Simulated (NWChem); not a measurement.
System: C2H8Si2; SMILES [SiH3]C(=C)[SiH3]

```xyz
12

C      0.0000     0.0000     1.7906
C      0.0000     0.0000     0.4453
Si    -1.6320     0.0000    -0.4857
Si     1.6320     0.0000    -0.4857
H      0.9278     0.0000     2.3783
H     -0.9278     0.0000     2.3783
H     -1.7358     1.2057    -1.3652
H     -2.7648     0.0000     0.4901
H     -1.7358    -1.2057    -1.3652
H      2.7648     0.0000     0.4901
H      1.7358    -1.2057    -1.3652
H      1.7358     1.2057    -1.3652
```
Atoms are numbered in this order, from 1.

Program: NWChem. Structure relaxed at the PBE0/def2-SVP level. GIAO values for the isolated, static molecule; σ is the absolute isotropic shielding, δ = σ(reference) − σ with the isolated reference molecule computed at the same levels (13C: tetramethylsilane, 1H: tetramethylsilane, 29Si: tetramethylsilane).

### Question
What does the run give for KT2/pcSseg-1? Quantities: δ C1 (ppm); δ C2 (ppm); δ Si3 (ppm); δ H5 (ppm); δ H7 (rotor mean) (ppm).

### Answer
```
Item                     Value
-----------------------  -----
δ C1 (ppm)               148.1
δ C2 (ppm)               133.6
δ Si3 (ppm)              -62.2
δ H5 (ppm)                6.62
δ H7 (rotor mean) (ppm)   4.33
```
